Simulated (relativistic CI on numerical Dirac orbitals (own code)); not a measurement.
# L2,3 absorption of nickel in several valence states

Computed multiplet spectra 2p⁶3dⁿ → 2p⁵3dⁿ⁺¹ (Dirac-Coulomb-Breit ions, Slater integrals scaled by 0.7, an assumed crystal field that grows with the charge, no charge transfer; 300 K; Lorentzian 0.4 eV and Gaussian 0.3 eV FWHM at both edges, so that L2 comes out sharper than in experiment). Peaks over 5 % are given in eV from the highest peak in the L3 region of each spectrum (height, largest 100). S of the lowest state is read from ⟨S²⟩, and the branching ratio is the share of L3, cut at the minimum between the edges.

Field parameters in Wybourne normalisation: Td as Oh with Dq negative (B⁴₀ = 21Dq, B⁴₄ = √(5/14) B⁴₀). The field is a parameter set, without covalency.

- Ni2+ (d8, Td, 10Dq = -5700 cm⁻¹): S = 1.00, branching ratio 0.90; peaks 0.0 (100), 2.2 (18), 18.6 (13)
- Ni4+ (d6, Td, 10Dq = -9050 cm⁻¹): S = 2.00, high spin, branching ratio 0.75; peaks -3.3 (13), -0.4 (98), 0.0 (100), 1.1 (60), 2.9 (29), 4.4 (11), 15.2 (12), 16.4 (30), 17.5 (31), 18.1 (30), 19.4 (12), 20.5 (9), 21.2 (8)

What spin state follows for Ni3+ in Td, 10Dq = -7400 cm⁻¹, and does its branching ratio lie nearer 2/3 or nearer 0.8?

Ni3+ (d7, Td, 10Dq = -7400 cm⁻¹): S = 1.50, high spin, branching ratio 0.75; peaks 0.0 (100), 0.5 (87), 1.2 (69), 2.9 (22), 4.4 (10), 18.3 (50), 20.5 (9), 21.2 (6). High-spin states, above all those with an unquenched orbital moment, raise the ratio above the statistical 2/3; low spin and nearly empty shells keep it near or below 2/3.

The centroid of the whole edge, which also moves with the branching ratio, lies at 856.5 (Ni2+), 862.0 (Ni3+), 865.4 (Ni4+) eV in this ionic model, in steps of 3.4 to 5.5 eV. Compounds show about 1 to 2 eV a unit and lower energies for the high valences, since ligands screen the charge. The multiplet shape follows the d count and the spin state, and so serves as a fingerprint of valence.
